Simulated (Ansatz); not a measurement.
Basis sets compared for Cu(PH3)(SiH3) (CuSiPH₆). Total charge 0; singlet. Geometry B3LYP-D4/def2-SVP. Ansatz on 4 threads of Arm Neoverse V2 on a shared host; times are rough, and most runs start from earlier orbitals.

Cartesian coordinates in Å:
```
Cu 0.012 0.018 -0.011
P -0.823 -2.107 0.114
H -2.228 -2.306 0.167
H -0.475 -2.933 1.216
H -0.540 -3.042 -0.917
Si 0.845 2.158 -0.121
H 0.487 2.902 -1.380
H 2.347 2.246 -0.056
H 0.375 3.063 0.988
```

The 6-31G sets use Cartesian d functions. B3LYP takes the VWN-RPA correlation.

Binding counts from free atoms (Cu doublet, P quartet, H doublet, Si triplet) in the same basis, without a counterpoise term.

```
                          level  functions  energy (Eh)  HOMO (eV)  LUMO (eV)  binding per atom (eV)  wall time
                      HF/STO-3G         42   -2246.2417      -2.97       3.53                      –     0.55 s
                       HF/6-31G         67   -2271.6228      -7.70       1.84                   1.66     0.35 s
                PBE-D4/def2-SVP         97   -2273.9684      -5.03      -1.33                   2.69     0.85 s
               PBE-D4/def2-TZVP        155   -2274.4488      -5.29      -1.79                   2.66      1.3 s
            r2SCAN-D4/def2-TZVP        155   -2274.9354      -5.39      -1.60                   2.69        3 s
                 B3LYP-D4/6-31G         67   -2274.6321      -5.43      -0.88                   2.52     0.95 s
             B3LYP-D4/def2-TZVP        155   -2275.1120      -5.99      -1.15                   2.67        2 s
               PBE0-D4/def2-SVP         97   -2274.0357      -5.92      -0.47                   2.63      1.2 s
PBE0-D4/def2-TZVP (with forces)        155   -2274.5022      -6.13      -0.95                   2.62      3.1 s
```

(1) Estimate the rows for PBE-D4/def2-TZVPD, r2SCAN-D4/def2-TZVPD, PBE0-D4/def2-TZVPD.

Results:

(1) 
```
               level  functions  energy (Eh)  HOMO (eV)  LUMO (eV)  binding per atom (eV)  wall time
   PBE-D4/def2-TZVPD        188   -2274.4504      -5.32      -1.94                   2.67      1.9 s
r2SCAN-D4/def2-TZVPD        188   -2274.9365      -5.40      -1.73                   2.69        4 s
  PBE0-D4/def2-TZVPD        188   -2274.5033      -6.14      -1.15                   2.62      2.9 s
```
